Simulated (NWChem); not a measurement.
**Basis-set convergence for arsine (H₃As)**

SMILES: [AsH3]
```xyz
4

As     0.0010     0.0710     0.0000
H     -0.6467    -0.7723     1.1007
H     -0.6467    -0.7723    -1.1007
H      1.2596    -0.7997     0.0000
```
Charge 0, spin multiplicity 1.

All runs are NWChem calculations. All single points use one geometry, from B3LYP/def2-SVP, a minimum by its harmonic frequencies.

Quantity: LUMO energy at the level B3LYP.

The Hamiltonian is non-relativistic. B3LYP has NWChem's definition, with VWN1-RPA local correlation. The Pople sets run with spherical d functions.

Problem. In def2-QZVP the value is 0.08 eV. Among 3-21G, 6-31G*, cc-pVDZ, def2-SVP, aug-pcseg-1, def2-TZVPD, cc-pVTZ, def2-TZVPP, aug-cc-pVTZ, which is the smallest basis within 0.1 eV of it?

Solution. No smaller set comes that close. def2-QZVP isn't the basis-set limit itself, and a small set can land close by cancellation.

```
basis        functions  LUMO energy (eV)
-----------  ---------  ----------------
3-21G               28              0.84
6-31G*              38              0.63
cc-pVDZ             42              0.58
def2-SVP            47              0.57
aug-pcseg-1         63             -0.55
def2-TZVPD          81             -0.13
cc-pVTZ             85              0.26
def2-TZVPP          90              0.37
aug-cc-pVTZ        128             -0.55
def2-QZVP          165              0.08
```

This LUMO lies above zero in the largest set, so its value hangs on the diffuse functions.
